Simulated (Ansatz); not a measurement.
Molecule: sum formula BN₃H₅, charge -1, multiplicity 1. It need not be the lowest isomer of its formula. Whether it binds its extra electron was not tested at this geometry. SMILES: [NH-]B(N)N
Structure (B3LYP-D3(BJ)/def2-TZVP (Ansatz, a quantum-chemistry and plane-wave program) minimum search):
```xyz
9

B      0.1458     0.0187    -0.0010
N      1.5094     0.2058     0.0107
N     -0.6300    -1.2278     0.3476
N     -0.7915     1.1333    -0.3760
H      2.0265    -0.6583     0.1756
H     -0.0611    -2.0636     0.3578
H     -1.4322    -1.3914    -0.2506
H     -0.2924     2.0134    -0.4000
H     -1.5860     1.2278     0.2459
```
Charge -1, spin multiplicity 1.

Parts of the frozen-core correlation energy in STO-3G (Ansatz, hartree). Frozen orbitals: 4; correlated occupied orbitals by spin: 12 and 12; virtual: 9 and 9. Spin-orbit coupling is left out. No relativistic terms.

```tsv
term	value
reference (HF)	-188.38791
MP2 opposite-spin	___
MP2 same-spin	___
CCSD correlation	___
(T)	-0.00455
T1 diagnostic	0.015
largest doubles amplitude	0.126
```

Question: Some entries are withheld; supply them.

Answer: 
- MP2 opposite-spin, value: -0.15100
- MP2 same-spin, value: -0.02753
- CCSD correlation, value: -0.22352
